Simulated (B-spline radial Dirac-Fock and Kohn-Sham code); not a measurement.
Binding energies of Cl⁺ in different valence configurations

Method: Dirac-Fock ΔSCF + Breit + QED. Computed with a radial atomic solver. The model has no electron correlation.

Reference: the tabulated ground configuration [Ne] 3s2 3p4, with 2p1/2 224.5 eV, 3s 39.22 eV, 3p 24.30 eV.

Shifts from the reference in eV.

| configuration | average energy | 2p1/2 | 3s | 3p |
| --- | --- | --- | --- | --- |
| [Ne] 3s1 3p5 | +15.31 | +1.48 | +2.69 | -0.39 |
